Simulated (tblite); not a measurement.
Species: C6H8Ge.
InChI=1S/C6H8Ge/c1-2-6-3-4-7-5-6/h1,3H,4-5,7H2

Level: GFN2-xTB in tblite, geometry and Hessian alike; calculated harmonic values, unscaled, isolated species. The method is semi-empirical: single wavenumbers can be off by several per cent or more. Modes of hydrogen on germanium can be 10 to 20 % off.

Harmonic wavenumbers (cm⁻¹): 35.1, 128.1, 144.5, 306.9, 308.1, 390.9, 426.3, 456.7, 498.5, 518.3, 604.8, 638.6, 639.1, 656.1, 678.4, 733.4, 780.8, 821.9, 842.1, 861.1, 1031.9, 1080.6, 1089.3, 1121.3, 1181.2, 1223.8, 1275.8, 1438.3, 1444.6, 1675.1, 1942.3, 2009.4, 2249.9, 2933.6, 2949.2, 2959.1, 2971.9, 3060.5, 3393.9.

A = 5022, B = 1019, C = 864.6 MHz; mass 153.984 u (most abundant isotopes); point group Cs, symmetry number 1.

Zero-point energy?

Half the sum of the wavenumbers: 23751 cm⁻¹ = 284.12 kJ/mol.

Give the ideal-gas entropy at 273.15 K and 1 bar in the rigid-rotor, harmonic-oscillator model (classical rotation).

Translation 169.85, rotation 118.89, vibration 79.95: S = 368.7 J/(mol K).

And Cp and H(273.15 K) − H(0)?

Cp = 131.36 J/(mol K), of which vibrations give 98.10 (their classical limit is 39 R = 324.3); H(273.15 K) − H(0) = 21.13 kJ/mol without the zero-point energy, 12.04 from vibrations.

What must be added to the electronic energy to get the Gibbs energy at 273.15 K and 1 bar?

ZPE + [H(273.15 K) − H(0)] − T·S = 284.12 + 21.13 − 100.71 = 204.54 kJ/mol.

Blend soft modes into free rotors: weight 1/[1 + (100 cm⁻¹/ν̃)⁴] for the oscillator and the rest for a rotor with moment μB/(μ + B), μ = h/(8π²ν), B = 10⁻⁴⁴ kg m². What vibrational entropy results?

73.24 J/(mol K) in place of 79.95, which changes −T·S at 273.15 K by +1.83 kJ/mol.

Which modes carry the vibrational entropy at 273.15 K?

35.1 cm⁻¹: 22.36; 128.1 cm⁻¹: 11.74; 144.5 cm⁻¹: 10.78; 306.9 cm⁻¹: 5.17; 308.1 cm⁻¹: 5.14; 390.9 cm⁻¹: 3.64 J/(mol K); the other 33 give 21.11 together.

Hindered rotation and anharmonicity are outside this model.
